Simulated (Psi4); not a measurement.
F₄V (SMILES [F][V+]([F])([F])[F]), charge +1, singlet, at a GFN2-xTB geometry (such geometries of metal compounds can be far from the true shape) (the multiplicity is a formal guess); R2SCAN/def2-SVPD in Psi4.

Psi4 was given this input:
```
memory 2 GB

molecule {
1 1
V    -0.00000000   -0.00000000   -0.00000000
F     1.05787016    0.73619422   -0.92212232
F     0.75522470   -0.97142821    0.99867095
F    -0.99429019   -0.84029363   -0.90370040
F    -0.81880467    1.07552761    0.82715177
}

set {
  basis def2-svpd
}

energy('r2scan')
print_variables()
```

Output, abridged:

```
   => Loading Basis Set <=

    Name: DEF2-SVPD
    Role: ORBITAL
    Keyword: BASIS

         ---------------------------------------------------------
                                   SCF
               by Justin Turney, Rob Parrish, Andy Simmonett
                          and Daniel G. A. Smith
                              RKS Reference
         ---------------------------------------------------------

  ==> Geometry <==

    Molecular point group: c2v
    Full point group: Td

    Geometry (in Angstrom), charge = 1, multiplicity = 1:

       Center              X                  Y                   Z               Mass
    ------------   -----------------  -----------------  -----------------  -----------------
         V            0.000000000000     0.000000000000     0.000000001482    50.943957040000
         F            1.293929616427     0.000000000000     0.914946407450    18.998403162730
         F            0.000000000000    -1.293929613784    -0.914946409437    18.998403162730
         F           -0.000000000000     1.293929613784    -0.914946409437    18.998403162730
         F           -1.293929616427    -0.000000000000     0.914946407450    18.998403162730

  Running in c2v symmetry.

  Rotational constants: A =      0.13249  B =      0.13249  C =      0.13249 [cm^-1]
  Rotational constants: A =   3972.08746  B =   3972.08745  C =   3972.08744 [MHz]
  Nuclear repulsion =  375.866786916045385

  Charge       = 1
  Multiplicity = 1
  Electrons    = 58
  Nalpha       = 29
  Nbeta        = 29

  ==> Algorithm <==

  SCF Algorithm Type is DF.
  DIIS enabled.
  MOM disabled.
  Fractional occupation disabled.
  Guess Type is SAD.
  Energy threshold   = 1.00e-06
  Density threshold  = 1.00e-06
  Integral threshold = 1.00e-12

  ==> Primary Basis <==

  Basis Set: DEF2-SVPD
    Blend: DEF2-SVPD
    Number of shells: 48
    Number of basis functions: 126
    Number of Cartesian functions: 139
    Spherical Harmonics?: true
    Max angular momentum: 3

  ==> DFT Potential <==

   => LibXC <=

    Version 7.1.2
    S. Lehtola, C. Steigemann, M. J. T. Oliveira, and M. A. L. Marques,  SoftwareX 7, 1–5 (2018) (10.1016/j.softx.2017.11.002)

   => Composite Functional: R2SCAN <=

    r2SCAN Meta-GGA XC Functional  (0.1021/acs.jpclett.0c02405)
    J. W. Furness, A. D. Kaplan, J. Ning, J. P. Perdew, J. Sun  J. Phys. Chem. Lett.  11, 8208–8215, 2020

    Deriv               =              1
    GGA                 =           TRUE
[...]
   @DF-RKS iter   3: -1342.57545711100397   -2.64814e+00   6.24222e-03 DIIS/ADIIS
   @DF-RKS iter   4: -1342.62512316979769   -4.96661e-02   6.91907e-04 DIIS/ADIIS
   @DF-RKS iter   5: -1342.62586672801763   -7.43558e-04   1.63827e-04 DIIS/ADIIS
   @DF-RKS iter   6: -1342.62590618923855   -3.94612e-05   1.57510e-05 DIIS
   @DF-RKS iter   7: -1342.62590654888368   -3.59645e-07   8.44138e-07 DIIS
  Energy and wave function converged.

  ==> Post-Iterations <==

   Electrons on quadrature grid:
      Ntotal   =   58.0004590535 ; deviation = 4.591e-04

    Orbital Energies [Eh]
    ---------------------

    Doubly Occupied:

[...]
    Virtual:

[...]
      47A1     3.729773

    Final Occupation by Irrep:
             A1    A2    B1    B2
    DOCC [    13,    2,    7,    7 ]
    NA   [    13,    2,    7,    7 ]
    NB   [    13,    2,    7,    7 ]

  @DF-RKS Final Energy: -1342.62590654888368

   => Energetics <=

    Nuclear Repulsion Energy =            375.8667869160453847
    One-Electron Energy =               -2581.7320341208474019
    Two-Electron Energy =                 949.8260605366239133
    DFT Exchange-Correlation Energy =     -86.5867198807056866
    Empirical Dispersion Energy =           0.0000000000000000
    VV10 Nonlocal Energy =                  0.0000000000000000
    Total Energy =                      -1342.6259065488836768

Computation Completed

Properties will be evaluated at   0.000000,   0.000000,   0.000000 [a0]

Properties computed using the SCF density matrix

 Multipole Moments:

 ------------------------------------------------------------------------------------
     Multipole            Electronic (a.u.)      Nuclear  (a.u.)        Total (a.u.)
 ------------------------------------------------------------------------------------

 L = 1.  Multiply by 2.5417464519 to convert [e a0] to [Debye]
 Dipole X            :          0.0000000            0.0000000            0.0000000
 Dipole Y            :          0.0000000           -0.0000000           -0.0000000
 Dipole Z            :         -0.0000223           -0.0000000           -0.0000223
 Magnitude           :                                                    0.0000223

 ------------------------------------------------------------------------------------

  Variable Map:
  ----------------------------------------------------------------------------
[...]
  Array Variable Map:
  ----------------------------------------------------------------------------
[...]
[...]
```
